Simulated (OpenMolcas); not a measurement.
In: effect of the active space

```yaml
Program: OpenMolcas
Method: XMS-CASPT2 or its RAS form, IPEA 0.25 Eh, imaginary shift 0.1 Eh
Basis: ANO-RCC-VTZP
Scalar_Hamiltonian: DKH2, point nucleus
Spin-orbit_coupling: RASSI with atomic mean-field integrals over the reference wave functions, term energies averaged over their components
```

A. 3 electrons in 4 orbitals (5s 5p); 2S+1 = 4 odd, 1 root (0 in the spin-orbit step); 2S+1 = 2 odd, 3 roots; 2S+1 = 4 even, 3 roots; 2S+1 = 2 even, 5 roots; closed shells correlated: 4d; CASPT2 step about 1.2 core-seconds
B. 3 electrons in 8 orbitals (5s 5p 6s 6p); 2S+1 = 4 odd, 1 root (0 in the spin-orbit step); 2S+1 = 2 odd, 3 roots; 2S+1 = 4 even, 3 roots; 2S+1 = 2 even, 5 roots (0 in the spin-orbit step); closed shells correlated: 4d; CASPT2 step about 1.5 core-seconds
C. 3 electrons in 9 orbitals (RAS2 5s 5p; RAS3 5d, at most 2 electrons); 2S+1 = 4 odd, 1 root (0 in the spin-orbit step); 2S+1 = 2 odd, 3 roots; 2S+1 = 4 even, 3 roots; 2S+1 = 2 even, 5 roots; closed shells correlated: 4d; CASPT2 step roughly 4 core-seconds

Energies in cm⁻¹ above 5s² 5p ²P°_1/2, the measured ground level; measured values from NIST Handbook of Basic Atomic Spectroscopic Data.

```
         Level      A      B      C  Measured
5s² 5p ²P°_1/2    0.0    0.0    0.0       0.0
5s² 5p ²P°_3/2   2100   1766   2150      2213
 5s 5p² ⁴P_1/2  34320  34100  34690     34978
 5s 5p² ⁴P_3/2  35060  34850  35420     36021
 5s 5p² ⁴P_5/2  36220  36100  36590     37452
```

Deviations, from unrounded energies. A percentage is the sum of absolute deviations over the sum of measured energies, with the sign that they share, or ± where signs differ.

```
                  Against measurement  Levels     A      B     C
       mean absolute deviation (cm-1)       4   740    960   450
fine structure of the ground term (%)       1  -5.2  -20.2  -3.0
             other configurations (%)       3  -2.6   -3.1  -1.6
```

C lies closest to measurement on these levels and B furthest from it. The largest miss of C in the table is 5s 5p² ⁴P_5/2, by -860 cm-1. The ranking rests on the paired levels alone, and a cruder setting can come out closer through cancelling errors.

Among A to C the level of the table that moves most is 5s 5p² ⁴P_1/2, by 590 cm-1 (lowest in B, highest in C). Moves below CASPT2's spread within the term are not significant.

Term energies are means over components that CASPT2 splits; among the terms shown or strongly mixed into the levels shown the widest spread is 33 cm-1 (5s² 5p ²P°, C). Some high roots are left out of the spin-orbit mixing, which shifts the levels that they would mix with. Terms of s pⁿ other than that of highest spin mix with s² pⁿ⁻² d, which this space lacks; all of them can be thousands of cm-1 off, and some have no real level of that name (holds for A; B). Active for correlation alone: 6p 6s; no level in the range computed is led by a configuration that fills them, so any true level of that kind is missing (holds for B). Active for correlation alone: 5d; no level in the range computed is led by a configuration that fills it, so any true level of that kind is missing (holds for C). Computed and measured levels are paired by configuration, term and J; levels that our copy of the source lacks, or whose pairing is in doubt (as where it misses far off the trend of its configuration), stay unpaired and out of the deviations. Only configurations of the active space appear. The table leaves out levels that lie high or whose names do not pair safely across all columns.

° marks odd parity.
